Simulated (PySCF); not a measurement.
In(Cl)(OMe)(NH2) (CH5ClInNO), SMILES [In]([O]C)([Cl])[NH2].

The structure is a stationary point at PBE-D3(BJ)/def2-SVP. The structure was generated by enumeration; whether it is a known compound was not checked. The def2 effective core potentials stand for the cores of In; spin–orbit coupling is left out. Other conformers were not sampled.

Computed with PBE-D3(BJ)/def2-SVP run with PySCF 2.14.0.

Frequencies are harmonic and unscaled.

Task: Estimate the vibrational spectrum. (The exact figures need the calculation; the answer reports its results.)

Result: 
```json
[
 {"mode": "1", "ν (cm⁻¹)": "23", "IR (km/mol)": "1.2", "moving atoms (share of kinetic energy)": "H 77 %, O 11 %, C 8 %"},
 {"mode": "2", "ν (cm⁻¹)": "68", "IR (km/mol)": "2.5", "moving atoms (share of kinetic energy)": "C 29 %, N 18 %, H 17 %, Cl 17 %, In 15 %"},
 {"mode": "3", "ν (cm⁻¹)": "76", "IR (km/mol)": "1.3", "moving atoms (share of kinetic energy)": "H 30 %, In 20 %, C 18 %, Cl 15 %, N 11 %"},
 {"mode": "4", "ν (cm⁻¹)": "92", "IR (km/mol)": "5.8", "moving atoms (share of kinetic energy)": "N 42 %, Cl 27 %, In 14 %, H 13 %"},
 {"mode": "5", "ν (cm⁻¹)": "136", "IR (km/mol)": "15.6", "moving atoms (share of kinetic energy)": "O 39 %, H 26 %, In 18 %, N 13 %"},
 {"mode": "6", "ν (cm⁻¹)": "209", "IR (km/mol)": "19.3", "moving atoms (share of kinetic energy)": "H 89 %"},
 {"mode": "7", "ν (cm⁻¹)": "221", "IR (km/mol)": "12.8", "moving atoms (share of kinetic energy)": "C 35 %, O 32 %, H 20 %"},
 {"mode": "8", "ν (cm⁻¹)": "352", "IR (km/mol)": "39.3", "moving atoms (share of kinetic energy)": "Cl 75 %, In 19 %"},
 {"mode": "9", "ν (cm⁻¹)": "483", "IR (km/mol)": "57.3", "moving atoms (share of kinetic energy)": "N 55 %, O 18 %, H 17 %"},
 {"mode": "10", "ν (cm⁻¹)": "519", "IR (km/mol)": "86.6", "moving atoms (share of kinetic energy)": "O 53 %, In 15 %, H 14 %, N 12 %"},
 {"mode": "11", "ν (cm⁻¹)": "615", "IR (km/mol)": "38.0", "moving atoms (share of kinetic energy)": "H 68 %, N 25 %"},
 {"mode": "12", "ν (cm⁻¹)": "808", "IR (km/mol)": "33.6", "moving atoms (share of kinetic energy)": "H 92 %"},
 {"mode": "13", "ν (cm⁻¹)": "1074", "IR (km/mol)": "190.6", "moving atoms (share of kinetic energy)": "O 50 %, C 46 %"},
 {"mode": "14", "ν (cm⁻¹)": "1125", "IR (km/mol)": "0.0", "moving atoms (share of kinetic energy)": "H 77 %, C 19 %"},
 {"mode": "15", "ν (cm⁻¹)": "1139", "IR (km/mol)": "0.8", "moving atoms (share of kinetic energy)": "H 73 %, C 20 %"},
 {"mode": "16", "ν (cm⁻¹)": "1413", "IR (km/mol)": "10.8", "moving atoms (share of kinetic energy)": "H 93 %"},
 {"mode": "17", "ν (cm⁻¹)": "1414", "IR (km/mol)": "2.4", "moving atoms (share of kinetic energy)": "H 96 %"},
 {"mode": "18", "ν (cm⁻¹)": "1426", "IR (km/mol)": "49.5", "moving atoms (share of kinetic energy)": "H 92 %"},
 {"mode": "19", "ν (cm⁻¹)": "1475", "IR (km/mol)": "9.5", "moving atoms (share of kinetic energy)": "H 92 %, N 8 %"},
 {"mode": "20", "ν (cm⁻¹)": "2880", "IR (km/mol)": "131.5", "moving atoms (share of kinetic energy)": "H 97 %"},
 {"mode": "21", "ν (cm⁻¹)": "2940", "IR (km/mol)": "58.6", "moving atoms (share of kinetic energy)": "H 90 %, C 10 %"},
 {"mode": "22", "ν (cm⁻¹)": "2988", "IR (km/mol)": "29.4", "moving atoms (share of kinetic energy)": "H 91 %, C 9 %"},
 {"mode": "23", "ν (cm⁻¹)": "3403", "IR (km/mol)": "14.2", "moving atoms (share of kinetic energy)": "H 96 %"},
 {"mode": "24", "ν (cm⁻¹)": "3507", "IR (km/mol)": "10.9", "moving atoms (share of kinetic energy)": "H 92 %, N 8 %"}
]
```
